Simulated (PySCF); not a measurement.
Harmonic spectrum computed at PBE0 in the def2-SVP basis family (core potentials from Rb on, PySCF, no spin–orbit coupling):

```tsv
ω (cm⁻¹)	IR (km/mol)
70	0.0
327	2.4
368	36.3
```

**Question.** Which molecule gave it? In each, all ligands are bound to the one heavy central atom.
A. ReSe₂ (quartet)
B. MoSe₂ (triplet)
C. TcSe₂ (quartet)
D. WSe₂ (triplet)
E. PdSe₂ (triplet)

**Answer.** A. It has C2v symmetry with Re–Se 2.244 Å (×2).
